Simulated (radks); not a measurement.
Values are calculated unless marked as measured or tabulated.
Successive ionisation energies (eV) of one element, from differences of total energies of ions in their ground configurations, starting at charge 22: 756.03, 798.20, 841.01, 884.43, 928.46, 983.98, 1029.7, 1076.0, 1122.9, 1300.8, 1347.8, 1395.1, 1442.7, 1550.0, 1600.1, 1729.6, 1780.2, 3016.4, 3128.5, 3242.1, 3357.1, 3473.6. Code: a radial shooting solver on a logarithmic mesh with Libxc functionals. Model: Dirac Kohn-Sham, exchange-only PBE, spin-unpolarised, spherical densities, finite nucleus; open shells fill j = l - 1/2 first; Fermi nuclear charge, rms radius 5.2022 fm. Which element is it?

Answer. Holmium (Z = 67). The first species listed is Ho22+ in [Kr] 4d9, the last Ho43+ in [Ar] 3d6.
